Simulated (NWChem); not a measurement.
Molecule: C2H4I, doublet; SMILES C[CH]I

```xyz
7

C     -0.3575     2.4643    -0.0144
C      0.6122     1.3479     0.0305
I     -0.0183    -0.6216    -0.0711
H      0.1365     3.4011     0.2898
H     -0.7680     2.6246    -1.0308
H     -1.2171     2.2940     0.6533
H      1.6779     1.4819    -0.1675
```
Atoms are numbered in this order, from 1.

Level: PBE0/def2-SVP with def2 effective core potentials on I, spin-unrestricted (NWChem), optimised geometry, unscaled harmonic frequencies. def2 effective core potentials on I; no spin-orbit coupling.

Problem. List the harmonic frequencies with IR intensities, and the thermochemistry.

Solution. 
```csv
frequency (cm⁻¹),IR intensity (km/mol)
131,0.3
270,3.9
338,35.9
568,9.3
973,0.3
990,9.4
1130,0.5
1240,77.0
1381,5.3
1431,12.4
1445,3.0
3008,15.0
3098,7.3
3147,3.8
3239,0.7
```

```yaml
zero_point_energy: 32.0 kcal/mol
thermal correction to the enthalpy at 298.15 K (with zero-point energy): 35.5 kcal/mol
heat capacity Cv: 13.8 cal/(mol K)
"entropy at 298.15 K and 1 atm (symmetry number 1, electronic part: spin degeneracy alone)": 73.3 cal/(mol K)
```

Rigid rotor and harmonic oscillator.
